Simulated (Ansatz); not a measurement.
Reaction (ligand exchange at the Si–S bond): `O[SiH](O)S[SiH](O)O` + `N[SiH](O)Cl` → `O[SiH](O)N[SiH](O)Cl` + `O[SiH](O)S`

Program: Ansatz. Geometries: PBE0-D4/def2-TZVP. ΔE: electronic, gas phase. CCSD(T)/CBS adds triple-zeta CCSD(T) − MP2 to the extrapolated MP2 energy (def2 sets, frozen cores). DFT in def2-TZVPP. Each species was taken in one conformer, which may not be the lowest.

CCSD(T)/CBS gives -2.2 kJ/mol.

(1) Another level gave +5.0 kJ/mol. Which?
A. HF/def2-TZVPP
B. ωB97M-V/def2-TZVPP
C. PBE0-D4/def2-TZVPP
D. CCSD(T)/def2-TZVPP

Largest T1 diagnostic among the species: 0.012.

Answers

(1) C. PBE0-D4 5.0, HF/def2-TZVPP -16.0, ωB97M-V -2.1, CCSD(T)/def2-TZVPP -6.4 kJ/mol.

In def2-TZVPP, CCSD(T) changes the Hartree–Fock value by +9.7 kJ/mol (the triples alone add +3.1 kJ/mol) and MP2 by +14.7 kJ/mol. From PBE to PBE0 (25 % exact exchange), in def2-TZVPP and without D4, ΔE moves by −3.7 kJ/mol.
